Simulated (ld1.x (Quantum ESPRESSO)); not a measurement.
# Ca: variants of one TM potential

Base potential:

- Element: calcium (Ca)
- Generator: ld1.x (Quantum ESPRESSO) 7.5
- Type: norm-conserving Troullier–Martins (Kleinman–Bylander form)
- Functional: LDA (PZ)
- Relativity: scalar-relativistic
- Frozen core: [Ar]
- Valence charge: 2
- Reference configuration: 3d0 4s2 4p0
- Partial waves: 4p (bound, empty): rc 4.00 bohr; 3d (bound, empty): rc 2.95 bohr; 4s (bound): rc 3.65 bohr
- Local potential: the s channel
- Core correction: Bessel-smoothed model core inside 3.00 bohr

All-electron outer shells of the reference configuration (LDA (PZ), scalar-relativistic, ld1.x):

| shell | level (eV) | outermost node (bohr) | outermost maximum (bohr) |
| --- | --- | --- | --- |
| 3s | -46.82 | 0.45 | 0.99 |
| 3p | -27.98 | 0.42 | 1.04 |
| 4s | -3.87 | 1.43 | 3.33 |
| 3d | -2.13 | – | 1.29 |
| 4p | -1.44 | 1.63 | 4.39 |

Cutoffs, loose and tight: the cutoffs (Ry, on a coarse ladder) from which the occupation-weighted sum of valence levels, in a spherical-Bessel basis at the reference potential, stays within 10 and 1 mRy of its value at 400 Ry. They do not see the model core or the augmentation charge, which bear on the density cutoff. Test errors are all-electron minus pseudo excitation energies from the reference, over the configurations 3d0 4s1 4p0; 3d0 4s1.5 4p0; 3d0 4s1 4p1; 3d0 4s0 4p2; 3d1 4s1 4p0; 3d1 4s0 4p0; 3d0 4s0 4p1 (two spin-polarised tests are not counted in the largest error). A dash means not determined; rows that change the core or the reference have their own tests. The largest error is taken over the tests solved by every variant that gives reliable tests at all: 3d0 4s0 4p1; 3d0 4s0 4p2; 3d0 4s1 4p0; 3d0 4s1 4p1; 3d0 4s1.5 4p0; 3d1 4s1 4p0.

For the base: The cutoffs count occupied waves only; the empty 3d level needs 21 Ry at the loose tolerance.

```csv
change,outcome,"cutoff, loose","cutoff, tight",bound ghosts,largest test error (meV)
base,generated,6 Ry,8 Ry,none,-28
wave 4s (bound): rc 3.65 bohr becomes 4s (bound): rc 2.38 bohr,generated,10 Ry,25 Ry,none,-30
wave 4s (bound): rc 3.65 bohr becomes 4s (bound): rc 4.26 bohr,generated,6 Ry,6 Ry,none,-68
wave 4s (bound): rc 3.65 bohr becomes 4s (bound): rc 5.40 bohr,generated,6 Ry,6 Ry,none,-198
```

(1) What comes out with this change to the base: wave 4s (bound): rc 3.65 bohr becomes 4s (bound): rc 3.18 bohr?

(2) What comes out with this change to the base: wave 4s (bound): rc 3.65 bohr becomes 4s (bound): rc 3.78 bohr?

(3) What comes out with this change to the base: wave 4s (bound): rc 3.65 bohr becomes 4s (bound): rc 4.78 bohr?

## Answers

(1) outcome: generated; cutoff, loose: 6 Ry; cutoff, tight: 10 Ry; bound ghosts: none; largest test error (meV): -17.

(2) outcome: generated; cutoff, loose: 6 Ry; cutoff, tight: 8 Ry; bound ghosts: none; largest test error (meV): -33.

(3) outcome: generated; cutoff, loose: 6 Ry; cutoff, tight: 6 Ry; bound ghosts: none; largest test error (meV): -114.

Reading the sweep of the s radius (base included, trends over the rows without a ghost): The loose cutoff falls from 10 Ry at 2.38 to 6 Ry at 5.4 bohr. A larger radius leaves more room for a smooth pseudo-wave, so fewer plane waves are needed; a smaller one forces it to follow the all-electron wave where it bends sharply. The median size of the test errors (rows with all tests solved) is not monotonic: lowest 3.6 meV at 3.18 bohr, highest 32.2 meV at 4.26 bohr.
